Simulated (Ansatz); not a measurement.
Mulliken charges of BClGeH5NO (`OB(Cl)[NH][GeH3]`) from ωB97M-V/def2-TZVPP in Ansatz (PBE0-D4/def2-TZVP geometry).

```csv
atom,x (Å),y (Å),z (Å),charge (e)
O1,-1.512,-1.982,0.608,-0.263
B2,-0.452,-1.139,0.471,0.243
Cl3,1.069,-1.689,1.216,-0.185
N4,-0.453,0.099,-0.192,-0.276
Ge5,0.999,1.240,-0.372,0.151
H6,-2.320,-1.666,0.199,0.172
H7,-1.309,0.421,-0.618,0.093
H8,0.456,2.437,-1.171,0.007
H9,1.484,1.689,1.010,0.029
H10,2.121,0.539,-1.147,0.029
```

Q: By hand: the dipole of these point charges (1 e Å = 4.8032 D).

A: Σ q r = (-0.047, 0.551, -0.309) e Å, of length 0.633 e Å = 3.04 D.

Q: How does the dipole of the full density compare? (An estimate is asked.)

A: Ansatz gave: (-0.416, 0.467, -0.374) e Å, 3.50 D; the point charges give 0.87 times that, at 32° from its direction.

Point charges leave out the atoms' own dipoles, such as those of lone pairs, and Mulliken's split depends on the basis, so the two needn't agree.
